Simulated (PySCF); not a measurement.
Species: C4H6O3SSi.
Z-matrix (Å and degrees, GFN2-xTB geometry), rows numbered from 1:
```
O 
S   1  1.4276
O   2  1.4338  1  119.34
O   2  1.6262  1  108.13  3   121.46
C   2  1.7355  1  108.69  3  -130.80
C   5  1.3319  2  123.65  1   142.67
C   6  1.4592  5  114.68  2  -179.92
C   7  1.3409  6  115.92  5     0.41
Si  5  1.8783  2  124.23  1   -36.17
H   4  0.9578  2  108.38  1  -125.09
H   6  1.0793  5  123.73  2    -0.35
H   7  1.0801  6  119.57  5  -179.57
H   8  1.0771  7  121.61  6  -179.94
H   9  1.4586  5  113.04  2    66.18
H   9  1.4613  5  112.19  2   -66.17
```

Vertical excitations from PySCF (density fitting, frozen core in the response, grid level 2 and gas phase unless stated; continuum runs use non-equilibrium linear response for the excitations) on a GFN2-xTB geometry. Reference run:

```tsv
settings	S1, eV (f)	S2, eV (f)	S3, eV (f)	S4, eV (f)	S5, eV (f)	S6, eV (f)	T1, eV (Tamm–Dancoff)	mean α (au)
CAM-B3LYP/def2-SVPD, full TDDFT, 8 singlets	4.39 (0.115)	5.41 (0.000)	5.99 (0.001)	6.34 (0.003)	6.77 (0.064)	6.84 (0.010)	2.64	97.7
```

What do these settings give: (1) PBE0/def2-SVPD, full TDDFT, 6 singlets; (2) PBE0/6-311G**, IEF-PCM cyclohexane, TDA, 12 singlets?

```csv
settings,"S1, eV (f)","S2, eV (f)","S3, eV (f)","S4, eV (f)","S5, eV (f)","S6, eV (f)","T1, eV (Tamm–Dancoff)",mean α (au)
"PBE0/def2-SVPD, full TDDFT, 6 singlets",4.29 (0.115),5.06 (0.000),5.42 (0.001),5.72 (0.003),6.07 (0.008),6.33 (0.040),2.57,98.8
"PBE0/6-311G**, IEF-PCM cyclohexane, TDA, 12 singlets",4.52 (0.206),5.16 (0.001),5.59 (0.001),5.82 (0.007),6.24 (0.017),6.44 (0.072),2.58,98.5
```

(1) S1 moves by -0.10 eV (PBE0 has 25 % exact exchange, CAM-B3LYP range-separated exact exchange). (2) S1 moves by +0.13 eV; functional, basis, environment and response scheme change together, so the shift can't be laid on one. States are counted by energy in each run and needn't keep their character from row to row.

All basis functions are spherical, in the Pople sets too.

Give the leading configurations of S1 (H = HOMO, L = LUMO) and the HOMO–LUMO gap of each run.

| settings | S1 configurations (weight) | S1 (eV) | orbital gap (eV) | S1 − gap (eV) |
| --- | --- | --- | --- | --- |
| CAM-B3LYP/def2-SVPD, full TDDFT, 8 singlets | H→L 0.97 | 4.39 | 7.48 | -3.09 |
| PBE0/def2-SVPD, full TDDFT, 6 singlets | H→L 0.98 | 4.29 | 5.09 | -0.80 |
| PBE0/6-311G**, IEF-PCM cyclohexane, TDA, 12 singlets | H→L 0.95 | 4.52 | 5.11 | -0.59 |

Geometry: GFN2-xTB, one conformer.
